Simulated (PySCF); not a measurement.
C4H2F3NS.
SMILES: `s1cc(C(F)(F)F)nc1`

Computed, not measured: BHandHLYP/def2-SVP geometry optimisation, gas phase (PySCF 2.14.0).

Take the most abundant isotopes and a rigid rotor. 

Question: What are A, B and C (MHz)?

Answer: Ia = 153.53, Ib = 546.53, Ic = 613.66 u·Å²; 505379 MHz·u·Å²/I gives A = 3292, B = 924.7, C = 823.5 MHz.

Question: What kind of rotor is it?

Answer: A near-prolate asymmetric top. Ray's parameter κ = (2B − A − C)/(A − C) = -0.918; −1 is the prolate and +1 the oblate limit.

Question: What does the inertial defect say?

Answer: Not planar: Δ = Ic − Ia − Ib = -86.40 u·Å². For a rigid frame Δ = −2 Σ m c², so Σ m c² = 43.20 u·Å² lies off the ab plane: 0.00 from hydrogen and 43.20 from heavier atoms. The atom farthest from that plane is 1.08 Å away.

Question: Give the other two planar moments, Paa and Pbb, and the rms extents of the mass along the axes.

Answer: Paa = Σ m a² = (Ib + Ic − Ia)/2 = 503.33 and Pbb = Σ m b² = (Ia + Ic − Ib)/2 = 110.33 u·Å². With the mass M = 152.99 u, the rms extents √(P/M) along a, b and c are 1.81, 0.85, 0.53 Å.

Question: Give the coordinates in the principal-axis frame, origin at the centre of mass.

Answer: The sense of each axis is arbitrary; atoms in the order of the calculation.
```json
{"atom": "F1", "mass (u)": "18.998", "a (Å)": "-1.967", "b (Å)": "-0.561", "c (Å)": "-1.052"}
{"atom": "C2", "mass (u)": "12.000", "a (Å)": "-1.442", "b (Å)": "0.043", "c (Å)": "0.000"}
{"atom": "F3", "mass (u)": "18.998", "a (Å)": "-1.966", "b (Å)": "-0.513", "c (Å)": "1.080"}
{"atom": "F4", "mass (u)": "18.998", "a (Å)": "-1.830", "b (Å)": "1.313", "c (Å)": "-0.028"}
{"atom": "C5", "mass (u)": "12.000", "a (Å)": "0.052", "b (Å)": "-0.047", "c (Å)": "0.000"}
{"atom": "C6", "mass (u)": "12.000", "a (Å)": "0.889", "b (Å)": "1.021", "c (Å)": "-0.001"}
{"atom": "S7", "mass (u)": "31.972", "a (Å)": "2.508", "b (Å)": "0.466", "c (Å)": "0.001"}
{"atom": "C8", "mass (u)": "12.000", "a (Å)": "1.920", "b (Å)": "-1.157", "c (Å)": "-0.001"}
{"atom": "N9", "mass (u)": "14.003", "a (Å)": "0.641", "b (Å)": "-1.272", "c (Å)": "0.000"}
{"atom": "H10", "mass (u)": "1.008", "a (Å)": "0.630", "b (Å)": "2.069", "c (Å)": "-0.002"}
{"atom": "H11", "mass (u)": "1.008", "a (Å)": "2.607", "b (Å)": "-1.997", "c (Å)": "-0.001"}
```

Question: Which types of transition are allowed, and where do some lines up to J = 3 fall?

Answer: The dipole components are |μa| = 3.32 D, |μb| = 1.28 D, |μc| = 0.00 D; the mirror of this Cs structure is the ab plane, so μc vanishes by symmetry and there are no c-type lines. Intensities carry the squares of the components, which stand as 1.00 : 0.15 (a : b). Some of the stronger lines:

```tsv
type	branch	J(Ka,Kc)	MHz	lower level (cm⁻¹)
a	Q	2(1,1) ← 2(1,2)	303	0.251
b	Q	1(1,0) ← 1(0,1)	2468	0.058
b	R	3(0,3) ← 2(1,2)	2963	0.251
b	R	1(1,1) ← 0(0,0)	4115	0.000
a	R	3(2,2) ← 2(2,1)	5245	0.498
a	R	3(2,1) ← 2(2,0)	5257	0.498
a	R	3(1,2) ← 2(1,1)	5394	0.261
b	R	3(1,3) ← 2(0,2)	7360	0.175
b	Q	2(2,1) ← 2(1,2)	7404	0.251
b	R	2(2,0) ← 1(1,1)	10803	0.137
b	Q	3(3,1) ← 3(2,2)	12090	0.672
b	R	3(2,1) ← 2(1,2)	12665	0.251
b	R	3(3,0) ← 2(2,1)	17334	0.498
```

Question: Estimate the classical rotational partition function at 25 K, 200 K and 298.15 K.

Answer: Point group Cs, symmetry number σ = 1; q = (√π/σ)·√((kT/h)³/(ABC)), k/h = 20836.6 MHz/K: 13300 at 25 K, 301000 at 200 K, 548000 at 298.15 K.

No BHandHLYP/def2-SVP frequencies stand behind this structure, so it isn't proved a minimum. Constants of a rigid frame at the computed geometry: no zero-point averaging, no centrifugal distortion. Quadrupole hyperfine structure (14N) is left out.

Conformer computed: `[F:1][C:2]([F:3])([F:4])[c:5]1[cH:6][s:7][cH:8][n:9]1`: F1–C2–C5–C6 121°.
